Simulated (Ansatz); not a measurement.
A nudged elastic band was laid between two geometries of CH$_{10}$N$_{2}$OSi$_{2}$ (16 atoms, charge 0, multiplicity 1).

These are results of Ansatz 0.2.0, RKS B3LYP-D4/def2-SVP, not measurements.

```
movable images  : 1
climbing image  : no
spring          : 5.0 eV/Å²
optimiser       : quadratic models (default)
start path      : IDPP
force threshold : 0.05 eV/Å
iteration limit : 60
end points      : relaxed
```

First end point:

```xyz
16
Properties=species:S:1:pos:R:3
N 2.554 -1.123 -1.225
C 1.941 0.045 -0.572
Si 0.349 -0.406 0.356
O -0.606 -1.293 -0.711
Si -1.175 1.312 0.906
N -2.691 0.505 0.470
H 1.858 -1.589 -1.810
H 2.832 -1.813 -0.525
H 2.676 0.516 0.104
H 1.716 0.805 -1.341
H 0.726 -1.257 1.533
H -1.514 -0.939 -0.731
H -1.122 1.862 2.301
H -1.063 2.472 -0.030
H -3.480 1.094 0.209
H -3.023 -0.215 1.110
```

Last end point:

```xyz
16
Properties=species:S:1:pos:R:3
N 2.471 -1.308 -0.968
C 1.901 -0.079 -0.417
Si 0.279 -0.514 0.451
O -0.680 -1.371 -0.635
Si -1.158 1.310 0.876
N -2.699 0.575 0.400
H 1.826 -1.718 -1.644
H 3.341 -1.123 -1.467
H 2.586 0.340 0.343
H 1.720 0.737 -1.153
H 0.569 -1.336 1.664
H -1.562 -0.965 -0.705
H -1.136 1.904 2.254
H -0.941 2.429 -0.090
H -3.440 1.200 0.089
H -3.099 -0.104 1.046
```

(1) What changes between the two ends?

(2) Give the energies along the band, and the barrier.

(3) What is the geometry of the highest image?

Answers

(1) No bond is made or broken. The height of N1 over the plane of its neighbours goes from -0.40 to 0.38 Å.

(2) It converged. The highest image is number 1 of 0 to 2, 1.6 kcal/mol above the first end and 1.5 kcal/mol above the last; the last end lies 0.1 kcal/mol above the first. No image climbed, so the highest image needn't sit at the top of the path. A band with more images between the same ends climbed to 0.20 eV, so this one has probably stepped over the top. So few images can step over the top or miss a turn of the path.

```csv
image,path coordinate (Å),energy (kcal/mol),height of N1 over the plane of its neighbours (Å)
0,0.00,0.0,-0.40
1,1.02,1.6,-0.36
2,2.03,0.1,0.38
```

(3) 
```xyz
16
Properties=species:S:1:pos:R:3:forces:R:3
N 2.409 -1.028 -1.373 0.02 0.00 -0.04
C 1.866 0.000 -0.476 0.00 0.00 -0.02
Si 0.330 -0.528 0.514 0.01 0.03 -0.01
O -0.632 -1.472 -0.496 0.01 -0.01 -0.01
Si -1.132 1.290 0.893 0.01 0.00 0.02
N -2.656 0.602 0.310 -0.02 -0.01 -0.01
H 1.681 -1.677 -1.675 -0.01 0.04 -0.02
H 3.141 -1.575 -0.927 -0.06 -0.07 0.12
H 2.652 0.348 0.217 0.01 0.02 -0.02
H 1.584 0.893 -1.067 0.00 0.02 -0.01
H 0.707 -1.333 1.719 0.02 0.01 -0.01
H -1.493 -1.044 -0.650 0.00 0.01 0.00
H -1.185 1.890 2.266 0.00 -0.01 0.01
H -0.814 2.396 -0.061 -0.01 0.00 0.01
H -3.336 1.250 -0.085 0.00 -0.01 0.00
H -3.144 -0.035 0.937 0.01 -0.01 0.00
```

Time of the run: 2.2 min on 2 threads of Intel(R) Xeon(R) Platinum 8259CL CPU @ 2.50GHz (Skylake/Cascade Lake), with other jobs on the host, peak memory 0.43 GiB.
